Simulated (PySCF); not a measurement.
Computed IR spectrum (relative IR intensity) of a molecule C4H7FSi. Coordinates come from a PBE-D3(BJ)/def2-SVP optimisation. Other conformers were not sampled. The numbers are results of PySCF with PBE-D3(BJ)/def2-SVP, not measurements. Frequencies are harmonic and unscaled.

Lines under 2 % of the strongest are left out, and lines within 2 cm⁻¹ are merged.

```json
[
 {"ν (cm⁻¹)": "463", "relative intensity": "9.8"},
 {"ν (cm⁻¹)": "480", "relative intensity": "3.1"},
 {"ν (cm⁻¹)": "668", "relative intensity": "6.5"},
 {"ν (cm⁻¹)": "726", "relative intensity": "23"},
 {"ν (cm⁻¹)": "852", "relative intensity": "31"},
 {"ν (cm⁻¹)": "865", "relative intensity": "100"},
 {"ν (cm⁻¹)": "906", "relative intensity": "28"},
 {"ν (cm⁻¹)": "1071", "relative intensity": "58"},
 {"ν (cm⁻¹)": "1211", "relative intensity": "11"},
 {"ν (cm⁻¹)": "1217", "relative intensity": "5.1"},
 {"ν (cm⁻¹)": "1380", "relative intensity": "2.2"},
 {"ν (cm⁻¹)": "1402", "relative intensity": "4.9"},
 {"ν (cm⁻¹)": "2004", "relative intensity": "5.6"},
 {"ν (cm⁻¹)": "2154", "relative intensity": "44"},
 {"ν (cm⁻¹)": "2176", "relative intensity": "34"}
]
```

Which structure fits?
(A) CC=C=C[SiH2]F
(B) C=C=CC[SiH2]F
(C) C#C[Si@H](C)CF
(D) C=C=C(F)[SiH2]C

D, C=C=C(F)[SiH2]C
